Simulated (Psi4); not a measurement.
**How methods differ on the pair C2HFSi···F2**

The species is C2HF3Si (7 atoms), meant as a singlet with charge 0. Geometry: optimised at PBE0/def2-TZVP.

```xyz
7

C     0.7522   -1.5866    0.3889
C    -0.1764   -0.9013    0.0181
Si   -1.6854    0.1664   -0.1900
F    -1.6123    0.4112   -1.7805
F     0.9073    1.7001    0.0973
F     1.0478    3.0748    0.0539
H     1.5758   -2.1920    0.6954
```

Each level gives the HOMO–LUMO gap (eV). The values are calculated.

| level | kind | program | value (eV) |
| --- | --- | --- | --- |
| PBE-D4/def2-TZVPP (density fitting) | GGA | Psi4 | 1.15 |
| r2SCAN-D4/def2-TZVPP (density fitting) | meta-GGA | Psi4 | 1.59 |
| B3LYP-D4/def2-TZVPP (density fitting) | global hybrid | Psi4 | 3.25 |
| PBE0-D4/def2-TZVPP (density fitting) | global hybrid | Psi4 | 3.88 |
| wB97M-V/def2-TZVPP (density fitting) | range-separated hybrid | Psi4 | 8.56 |

The values span 1.15 to 8.56 eV. Orbital gaps aren't excitation energies; they tend to grow with the share of exact exchange.
